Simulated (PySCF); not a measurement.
B(F)(Br)(Me) (CH3BBrF), SMILES CB(F)Br. Atoms are numbered in the order given.

```xyz
7

B     -0.0197    -0.8426     0.4150
F     -1.0776    -1.6132     0.2351
Br    -0.0588     0.8859    -0.4560
C      1.2089    -1.3201     1.2475
H      1.7029    -0.4973     1.7838
H      1.9568    -1.7340     0.5454
H      0.9398    -2.1216     1.9526
```
Charge 0, spin multiplicity 1.

Coordinates come from a B3LYP-D3(BJ)/def2-SVP optimisation.

Computed with PBE0/pcSseg-1 in PySCF.

GIAO shieldings, no solvent; atoms alike by connectivity are averaged. δ = σ(ref) − σ: ¹¹B against BF3 (σ = 88.8 ppm); ¹⁹F against CFCl3 (σ = 167.2 ppm); ¹³C against TMS (σ = 186.3 ppm); ¹H against TMS (σ = 31.56 ppm), references at their B3LYP-D3(BJ)/def2-TZVP geometries, non-relativistic (without spin–orbit terms, shifts of atoms bonded to Cl or Br come out too high).

Q: Estimate the chemical shifts. (Estimate from the structure and the level; the computed values follow.)

A: 
```csv
nucleus,atoms,count,δ (ppm)
¹¹B,B1,1,41.6
¹⁹F,F2,1,4.6
¹³C,C4,1,11.9
¹H,"H5, H6, H7",3,1.31
```
